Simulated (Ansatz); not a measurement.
`CCC([SiH3])Cl` + `[OH][SnH3]` → `[SiH3][O][SnH3]` + `CCCCl` at 298.15 K and 1 bar (ligand exchange at the Si–C bond).

Computed with Ansatz on PBE0-D4/def2-TZVP structures; ΔE is electronic, products minus reactants. CBS: MP2 limit from def2 TZ/QZ plus the TZ coupled-cluster correction, frozen cores. Elements past krypton have def2 core potentials. For Sn outer-core shells are correlated without core-valence functions, which leaves a few kJ/mol of doubt a bond. One conformer a species, not always the lowest.

```tsv
species	CCSD(T)/CBS energy (Eh)	H − E (kJ/mol)	S (J/(mol·K))
`CCC([SiH3])Cl`	-868.43348	310.5	356.5
`[OH][SnH3]`	-291.59405	101.0	287.4
`[SiH3][O][SnH3]`	-581.91447	149.5	366.6
`CCCCl`	-578.15785	266.4	304.8
```

H − E and S are ideal-gas, rigid-rotor, harmonic terms from PBE0-D4/def2-TZVP, for one conformer and one mirror image of each species. 1 Eh = 2625.50 kJ/mol, R = 8.31446 J/(mol·K).

Problem. By hand: ΔE, ΔH, ΔS and ΔG.

Solution. ΔE = (-581.91447) + (-578.15785) − (-868.43348) − (-291.59405) = -0.04479 Eh = -117.6 kJ/mol. Δ(H − E) = 149.5 + 266.4 − 310.5 − 101.0 = 4.4, so ΔH = -113.2 kJ/mol. ΔS = 366.6 + 304.8 − 356.5 − 287.4 = 27.5 J/(mol·K). ΔG = -113.2 − 298.15 × (27.5)/1000 = -121.4 kJ/mol.

Problem. By hand: the equilibrium constant, and the temperature at which ΔG would vanish if ΔH and ΔS stayed fixed.

Solution. log₁₀ K = −ΔG/(RT ln 10) = 21.3. ΔH and −TΔS have one sign here, so there is no such temperature.

ΔH outweighs TΔS. A doubt of 5 kJ/mol in ΔE shifts log₁₀ K by 0.9 here. Other conformers and mirror images would add mixing entropy, several J/(mol·K) or more a flexible species. Modes under 60 cm⁻¹, often nearly free rotors, make the harmonic entropy too high. These are equilibria of isolated gas molecules and say nothing of rates. Largest T1 diagnostic: 0.014 (customary marks: 0.02 for closed shells, 0.045 for open ones).
